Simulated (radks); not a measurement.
All-electron atom: the scandium ion Sc+ in [Ne] 3s2 3p5 3d1 4s2 (not the ground configuration).

Method: non-relativistic Kohn-Sham, Wu-Cohen GGA, spin-polarised, spherical densities, point nucleus; open shells are filled with parallel spins first; computed with a radial shooting solver on a logarithmic mesh with Libxc functionals.

Energy parts (hartree):
part                       energy
total                  -758.60733
kinetic                 757.91565
electron-nucleus      -1786.42257
Hartree                 307.71734
exchange-correlation    -37.81775

Orbitals (lengths in bohr, moments of r in powers of bohr; r(90%) holds 90 % of the orbital's charge):
| orbital | occ. | eigenvalue (hartree) | <r^4> | r(90%) |
|---|---|---|---|---|
| 1s up | 1 | -161.2092 | 0.0001357 | 0.131 |
| 1s down | 1 | -161.1964 | 0.0001356 | 0.131 |
| 2s up | 1 | -17.85323 | 0.03552 | 0.538 |
| 2s down | 1 | -17.82977 | 0.03535 | 0.538 |
| 2p up | 3 | -14.86600 | 0.02858 | 0.508 |
| 2p down | 3 | -14.84121 | 0.02843 | 0.507 |
| 3s up | 1 | -2.54764 | 2.688 | 1.58 |
| 3s down | 1 | -2.45704 | 2.749 | 1.59 |
| 3p up | 3 | -1.77190 | 3.865 | 1.73 |
| 3p down | 2 | -1.68466 | 4.034 | 1.75 |
| 3d up | 1 | -0.60145 | 14.30 | 2.37 |
| 3d down | 0 | -0.52928 | 18.07 | 2.51 |
| 4s up | 1 | -0.43006 | 175.7 | 4.50 |
| 4s down | 1 | -0.41400 | 193.5 | 4.61 |

The highest occupied level is 4s down at -11.265 eV. The configuration is held as typed, so some empty levels lie below it. The density falls to 0.001 e/bohr^3 at r = 4.52 bohr. The electron density at the nucleus is 6190 e/bohr^3. Virial ratio -V/T = 2.00091. Spin moment in Bohr magnetons: 2. Summed over all electrons, <r^2> = 35.71 bohr^2, which gives a Langevin (diamagnetic) susceptibility term of -28.3 x 10^-6 cm^3/mol.
